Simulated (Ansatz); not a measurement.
CHO2, charge -1, singlet, geometry from GFN2-xTB (a gas-phase anion, which may not be bound at this level); CAM-B3LYP/cc-pVDZ in Ansatz (an electronic-structure program).

Here is a job for Ansatz.
Ansatz 0.2 input:
```yaml
crystal:
  periodic: [false, false, false]
  atoms:
    - {symbol: O, position_ang: [-1.03999170, -0.46775065, -0.00405004]}
    - {symbol: C, position_ang: [-0.07158051, 0.29026371, 0.00151333]}
    - {symbol: O, position_ang: [1.13823216, 0.06937908, 0.00197307]}
    - {symbol: H, position_ang: [-0.35644062, 1.44539027, 0.00753576]}
basis:
  gaussian:
    orbitals: cc-pVDZ
hamiltonian:
  xc: cam_b3lyp
total_charge: -1
```

Problem. Predict the main parts of the log of this Ansatz run.

Solution. 
```
Functional definition: CAM-B3LYP
508 factors; their error is unknown
127 factors; integrals over basis functions are off by at most 1.1e-5 eV
mean field evaluation 1: about -5144.8633 eV, gradient 2.7e1 eV
mean field evaluation 2: about -5144.3343 eV, gradient 3.4e1 eV
mean field evaluation 4: about -5146.2232 eV, gradient 6.7e-1 eV
mean field evaluation 8: about -5146.2117 eV, gradient 9.7e-2 eV
mean field -5146.21175375 eV, -189.1197937228 hartree, gradient 3.2e-5 eV, S^2 0.000000; 0 other end points of the search recorded, 0 dependent functions left out
reference -5146.21182214 eV, -189.1197962360 hartree; 12, 12 occupied and 35, 35 virtual orbitals, 508 factors
Total energy: -5146.21182214 eV, -189.1197962360 hartree
```
